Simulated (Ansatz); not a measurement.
Consider the ligand exchange at the Al–F bond: `[OH][Al]([F])[F]` + `O[SiH3]` → `[OH][Al]([F])[O][SiH3]` + H–F.

Gas-phase electronic energies from Ansatz, PBE0-D4/def2-TZVP geometries. CCSD(T)/CBS adds triple-zeta CCSD(T) − MP2 to the extrapolated MP2 energy (def2 sets, frozen cores). This one scheme is used for every species. Functionals use def2-TZVPP. One conformer a species, not always the lowest.

(1) Is it downhill or uphill in electronic energy at CCSD(T)/CBS, and by how much? (Estimate.)

(2) What do these levels give: CAM-B3LYP-D4, PBE, PBE0, CCSD/def2-SVP, CCSD(T)/def2-SVP, MP2/def2-TZVPP? (An estimate is asked.)

Largest T1 diagnostic among the species: 0.013.

Answers

(1) Ansatz gave: Uphill: ΔE = +4.8 kcal/mol.

(2) The calculation gave: CAM-B3LYP-D4 5.3, PBE 7.0, PBE0 5.9, CCSD/def2-SVP 4.8, CCSD(T)/def2-SVP 4.9, MP2/def2-TZVPP 4.7 kcal/mol.

Leaving LDA and LC-ωPBE aside and taking each functional with its dispersion term where it has one, the values, not all of them listed here, spread over 2.2 kcal/mol, from BHLYP-D4 to B97M-V. LDA lies −1.3 kcal/mol from PBE without D4. The D4 term adds −1.4 kcal/mol with B3LYP and −0.8 kcal/mol with PBE0; it sums over pairs of atoms, weighted by their polarisabilities, and B3LYP, whose exchange is more repulsive, gets the larger term.

B3LYP here is the variant with VWN-RPA as its local correlation; programs differ in this.
